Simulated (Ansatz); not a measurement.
Mulliken charges of CH₄B₂ClF, SMILES `CB(F)BCl` from r2SCAN/def2-TZVPP in Ansatz (PBE0-D4/def2-TZVP geometry).

```csv
atom,x (Å),y (Å),z (Å),charge (e)
C1,1.193,-0.349,0.433,-0.254
B2,0.138,0.422,-0.419,0.331
F3,0.571,1.164,-1.443,-0.249
B4,-1.538,0.340,-0.153,0.067
Cl5,-2.431,-1.001,-0.832,-0.125
H6,0.948,-0.368,1.498,0.071
H7,1.183,-1.398,0.107,0.080
H8,2.208,0.032,0.298,0.073
H9,-2.182,1.111,0.495,0.007
```

By hand: the dipole of these point charges (1 e Å = 4.8032 D).

Σ q r = (0.109, -0.041, 0.345) e Å, of length 0.364 e Å = 1.75 D.

How does the dipole of the full density compare? (Best estimate.)

The calculation gave: (0.112, -0.069, 0.239) e Å, 1.31 D; the point charges give 1.34 times that, at 11° from its direction.

Point charges leave out the atoms' own dipoles, such as those of lone pairs, and Mulliken's split depends on the basis, so the two needn't agree.
